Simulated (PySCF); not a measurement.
Isomers of C3H7N. Isolated molecules, 0 K electronic values unless said otherwise. One relaxed conformer stands for each flexible species; it need not be the lowest. Strings in code marks are SMILES.

Calculation: PBE0-D3(BJ)/def2-TZVP (PySCF). All candidates: neutral, multiplicity 1. 

The HOMO is -7.18 eV and the HOMO–LUMO gap comes out as 7.34 eV.

Problem. Which member has these values?
(A) `C1CNC1`
(B) `C/C=N\C`
(C) `C/C=C/N`
(D) `C/C=N/C`

Solution. D, `C/C=N/C`. The others give `C/C=N\C`: -6.91 eV, 7.15 eV; `C/C=C/N`: -5.71 eV, 6.89 eV; `C1CNC1`: -6.48 eV, 7.72 eV
